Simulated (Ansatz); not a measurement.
Computed with Ansatz on PBE0-D4/def2-TZVP structures; ΔE is electronic, products minus reactants. CBS: MP2 limit from def2 TZ/QZ plus the TZ coupled-cluster correction, frozen cores. For Ge outer-core shells are correlated without core-valence functions, which leaves a few kJ/mol of doubt a bond. Scalar relativity is left out up to krypton. Each species was taken in one conformer, which may not be the lowest.

Consider the formal exchange of groups at the Al–C bond: `CC[CH](O)[AlH2]` + `C[O][GeH2][OH]` → `C[O][GeH2][AlH2]` + `CCC(O)O`.

```csv
level,ΔE (eV)
CCSD(T)/def2-TZVPP,0.20
CCSD/CBS(def2),0.22
```

Question: What does CCSD(T)/CBS give? (Estimate.)

Answer: Ansatz gave: +0.22 eV. The listed levels differ from it by -0.02, 0.00 eV.

Largest T1 diagnostic among the species: 0.012.
